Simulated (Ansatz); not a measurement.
The first iterations of a band of ClGeH3O2 + H2S (10 atoms, charge 0, multiplicity 1).

Theory: RKS revPBE-D4/def2-SVP in Ansatz.

- movable images: 9
- climbing image: yes
- spring: 5.0 eV/Å²
- optimiser: quadratic models (default)
- start path: through a guess of the saddle point
- force threshold: 0.05 eV/Å
- iteration limit: 60
- end points: relaxed

Initial state:

```xyz
10
Properties=species:S:1:pos:R:3
Ge -0.282 -0.506 -0.043
O -0.816 -0.084 1.589
H -0.454 0.803 1.842
O 1.484 -0.100 -0.171
H 1.687 0.195 -1.080
Cl -1.229 0.713 -1.599
H -0.586 -1.999 -0.282
S 1.233 2.432 2.039
H 1.690 1.558 1.084
H 1.750 1.665 3.040
```

Final state:

```xyz
10
Properties=species:S:1:pos:R:3
Ge -0.034 0.347 0.098
O 0.372 -0.296 2.502
H 0.687 0.532 2.919
O 1.597 -0.446 0.222
H 2.045 -0.370 -0.643
Cl -0.036 0.842 -2.075
H -1.206 -0.626 0.307
S -0.193 2.371 1.060
H 0.039 3.010 -0.122
H 1.203 -0.686 2.149
```

| iteration | highest image above the first end (eV) | largest band force component (eV/Å) |
| --- | --- | --- |
| 1 | 33.488 | 115.576 |
| 2 | 10.838 | 45.114 |
| 3 | 4.609 | 18.127 |
| 4 | 1.499 | 8.815 |
| 5 | 1.138 | 4.501 |
| 6 | 1.141 | 1.944 |
| 7 | 1.098 | 1.428 |
| 8 | 0.920 | 1.842 |
| 9 | 0.951 | 0.686 |
| 10 | 0.898 | 0.514 |
| 11 | 0.913 | 0.481 |

Task: Does the band converge within its limit, and where does its top end?

Result: The run converged. It ended after 34 iterations with the highest image 1.035 eV above the first end. A vibrational analysis at the climbing image gives one clearly imaginary mode, 795i cm⁻¹: a first-order saddle point. The orbitals stay closed-shell, which can raise the energy where a bond breaks towards radicals; this wasn't checked here.

The run took 4 min on 4 threads of Intel(R) Xeon(R) 6975P-C (Granite Rapids) (shared host), peak memory 0.21 GiB.
